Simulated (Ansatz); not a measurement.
Geometry optimisation, Ansatz 0.2.0, RKS PBE0-D4/def2-SVP.

input.yaml

```yaml
crystal:
  periodic: [false, false, false]
  atoms:
    - { symbol: Ta, position_ang: [-0.322119, 0.391435, 0.103904] }
    - { symbol: F, position_ang: [1.512675, 0.913182, 0.281207] }
    - { symbol: "N", position_ang: [-0.201853, -0.369588, 1.930797] }
    - { symbol: H, position_ang: [-0.926862, -0.958278, 2.331907] }
    - { symbol: H, position_ang: [0.655126, -0.424044, 2.473799] }
    - { symbol: "N", position_ang: [0.11465, -0.541839, -1.592064] }
    - { symbol: H, position_ang: [-0.542923, -1.133221, -2.092905] }
    - { symbol: H, position_ang: [1.04604, -0.598344, -1.999517] }
    - { symbol: O, position_ang: [-1.001377, 2.151092, -0.079249] }
    - { symbol: H, position_ang: [-1.344388, 2.780444, 0.564679] }
    - { symbol: F, position_ang: [-2.006168, -0.484006, 0.025155] }
    - { symbol: H, position_ang: [1.878741, -1.642708, 0.379104] }
    - { symbol: H, position_ang: [2.297658, -1.060824, 0.392882] }
basis:
  gaussian: { orbitals: def2-SVP }
hamiltonian:
  xc: pbe0
  dispersion: d4
relax:
  f_tol: 0.03
  max_steps: 50
```

Command:

```bash
$ ansatz run input.yaml --threads 4 --pin off --max-ram 5120MiB --backend cpu --events-out ev --progress --plain --runs-dir out
```

Where does it end, and by what steps?

It converged. The force dipped under the threshold on the way, but the program's further checks kept it going. After 19 steps the energy has fallen by 0.215 eV; H12 moved furthest, 1.41 Å.

| step | energy less start (eV) | largest force component (eV/Å) | accepted |
| --- | --- | --- | --- |
| 0 | 0.0000 | 1.618 | yes |
| 1 | -0.1199 | 0.149 | yes |
| 2 | -0.1674 | 0.115 | yes |
| 3 | -0.1905 | 0.110 | yes |
| 4 | -0.2009 | 0.197 | yes |
| 5 | -0.2001 | 0.546 | no |
| 6 | -0.2045 | 0.059 | yes |
| 7 | -0.2072 | 0.086 | yes |
| 8 | -0.2066 | 0.470 | no |
| 9 | -0.2092 | 0.024 | yes |
| 10 | -0.2103 | 0.123 | yes |
| 11 | -0.2111 | 0.256 | yes |
| 12 | -0.2126 | 0.163 | yes |
| 13 | -0.2140 | 0.035 | yes |
| 14 | -0.2148 | 0.029 | yes |
| 15 | -0.2150 | 0.121 | yes |
| 16 | -0.2153 | 0.032 | yes |
| 17 | -0.2153 | 0.046 | no |
| 18 | -0.2154 | 0.005 | yes |
| 19 | -0.2155 | 0.010 | yes |

```xyz
13
Properties=species:S:1:pos:R:3
Ta -0.524 0.453 0.109
F 1.353 0.701 0.291
N -0.434 -0.449 1.870
H -1.198 -0.989 2.265
H 0.430 -0.597 2.384
N -0.144 -0.550 -1.558
H -0.840 -1.077 -2.077
H 0.787 -0.688 -1.940
O -0.958 2.290 -0.039
H -1.197 3.088 0.434
F -2.306 -0.186 0.011
H 3.270 -1.824 0.510
H 2.920 -1.148 0.461
```

Whether the end is a true minimum wasn't checked by a vibrational analysis.

The run took 49 s on 4 threads of Arm Neoverse V2, with other jobs on the host, peak memory 0.41 GiB.
